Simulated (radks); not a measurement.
Q: These are the eigenvalues of the occupied orbitals of an atom or ion with whole-number occupations (eV). Method: scalar-relativistic Kohn-Sham, PBE, spin-unpolarised, spherical densities, point nucleus; computed with a radial shooting solver on a logarithmic mesh with Libxc functionals.

1s: -92051.58
2s: -17660.94
2p: -15300.59
3s: -5293.750
3p: -4618.225
3d: -3946.402
4s: -2144.246
4p: -1906.817
4d: -1646.110
4f: -1380.062

Which element is it, and in what charge state? The configuration may be excited.

A: Z = 83, bismuth, charge +35: Bi35+ in [Kr] 4d10 4f2. The list shows which subshells hold electrons but not how many an open one holds; the 1s level, -3382.8 hartree, gives Z - s = 82.3 by -(Z - s)^2/2, which with screening and relativity narrows Z to a few neighbours, and the depths of the outer levels then fix element, charge and occupations together.
